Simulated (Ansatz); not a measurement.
`[NH2][Ti]([OH])([F])[F]` + H–F → `[OH][Ti]([F])([F])[F]` + NH₃ at 298.15 K and 1 bar (ligand exchange at a Ti–N bond).

Gas-phase electronic energies from Ansatz, PBE0-D4/def2-TZVP geometries. CCSD(T)/CBS adds triple-zeta CCSD(T) − MP2 to the extrapolated MP2 energy (def2 sets, frozen cores). This one scheme is used for every species. For Ti outer-core shells are correlated without core-valence functions, which leaves a few kJ/mol of doubt a bond. Scalar relativity is left out up to krypton. One conformer a species, not always the lowest.

| species | CCSD(T)/CBS energy (Eh) | H − E (kJ/mol) | S (J/(mol·K)) |
| --- | --- | --- | --- |
| `[NH2][Ti]([OH])([F])[F]` | -1180.41840 | 133.8 | 363.6 |
| H–F | -100.39570 | 33.5 | 173.6 |
| `[OH][Ti]([F])([F])[F]` | -1224.33935 | 72.1 | 349.6 |
| NH₃ | -56.50880 | 100.5 | 192.4 |

H − E and S are ideal-gas, rigid-rotor, harmonic terms from PBE0-D4/def2-TZVP, for one conformer and one mirror image of each species. 1 Eh = 2625.50 kJ/mol, R = 8.31446 J/(mol·K).

Task: By hand: ΔE, ΔH, ΔS and ΔG.

Result: ΔE = (-1224.33935) + (-56.50880) − (-1180.41840) − (-100.39570) = -0.03405 Eh = -89.4 kJ/mol. Δ(H − E) = 72.1 + 100.5 − 133.8 − 33.5 = 5.3, so ΔH = -84.1 kJ/mol. ΔS = 349.6 + 192.4 − 363.6 − 173.6 = 4.8 J/(mol·K). ΔG = -84.1 − 298.15 × (4.8)/1000 = -85.5 kJ/mol.

Task: By hand: the equilibrium constant, and the temperature at which ΔG would vanish if ΔH and ΔS stayed fixed.

Result: log₁₀ K = −ΔG/(RT ln 10) = 15.0. ΔH and −TΔS have one sign here, so there is no such temperature. One of them is within its doubt of zero, so this could turn.

The number of gas molecules stays the same, so ΔS is small and ΔH decides. A doubt of 5 kJ/mol in ΔE shifts log₁₀ K by 0.9 here. Other conformers and mirror images would add mixing entropy, several J/(mol·K) or more a flexible species. These are equilibria of isolated gas molecules and say nothing of rates. Largest T1 diagnostic: 0.024 (customary marks: 0.02 for closed shells, 0.045 for open ones).
